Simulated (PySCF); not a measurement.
C7H7S (charge +1).
SMILES with atom numbers: `[CH2:1]=[CH:2][c:3]1[cH:4][cH:5][cH:6][cH:7][s+:8]1`

NICS is the negative of the GIAO shielding at a point without a nucleus: at the ring centre (0) and 1 Å above and below it (1); zz is the component along the ring normal. Level: GIAO PBE0/pcSseg-1 (PySCF, non-relativistic, gas phase) on the GFN2-xTB geometry, one conformer.

Ring bond lengths (Å), with Mayer bond orders in brackets: C3–C4 1.393 (1.32), C4–C5 1.382 (1.46), C5–C6 1.398 (1.35), C6–C7 1.367 (1.50), C7–S8 1.695 (1.27), S8–C3 1.721 (1.22).

**Question.** Give the NICS values of each ring in ppm.

**Answer.** 
```json
{"ring": "C3–C4–C5–C6–C7–S8", "type": "6-membered ring with S; formal bonds all aromatic", "NICS(0)": "-5.6", "NICS(1), two faces": "-8.9 / -8.9", "NICS(1)zz, two faces": "-19.7 / -19.7", "rms pucker (Å)": "0.00", "centre to ring atoms, mean (Å)": "1.49"}
```

**Question.** What do they say, and how far can they be read as aromaticity?

**Answer.** 
- C3–C4–C5–C6–C7–S8: mean NICS(1)zz -19.7 ppm, shielded.

**Question.** How equal are the bonds by HOMA? Use HOMA with the parameters of Krygowski (1993).

**Answer.** 
- C3–C4–C5–C6–C7–S8: HOMA 0.94; the largest term is that of S8–C3, α(R − Ropt)² = 0.18.

Hardware: an Arm Neoverse V1 with one thread, shared host with 64 logical CPUs at a one-minute load of 26. Cost: 30 s wall (grids of density and orbitals included), 0.86 GiB resident at most. This is the whole shielding run at PBE0/pcSseg-1, SCF included.

The values belong to the conformer `[CH2:1]=[CH:2][c:3]1[cH:4][cH:5][cH:6][cH:7][s+:8]1`: C1–C2–C3–C4 180°.
